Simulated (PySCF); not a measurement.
# Ionisation energy of Hg²⁺ by level of theory

Hg²⁺ [Xe] 4f14 5d10 (1S) → Hg³⁺ [Xe] 4f14 5d9 (2D), as a difference of total energies. All numbers are calculated (PySCF 2.14, a scalar-relativistic core potential, in aug-cc-pwCVTZ-PP with ECP60MDF). Correlated levels: valence: 5s2 5p6 frozen; valence and next inner shell: nothing frozen outside the core potential. The calculations carry no spin-orbit coupling.

Question: Order these methods by the ionisation energy they give, lowest first.
A. SCS-MP2 (valence and next inner shell)
B. SCS-MP2 (valence)
C. MP2 (valence and next inner shell)
D. wB97M-V

Answer: D (35.004 eV), A (35.055 eV), B (35.207 eV), C (35.273 eV).

The reference lies between the lowest fine-structure levels, while these numbers refer to the centres of the terms.

Errors of the correlated levels include the incompleteness of this basis and the frozen core.

For comparison: 34.49 ± 0.05 eV (measured; NIST Atomic Spectra Database, ionization energies).
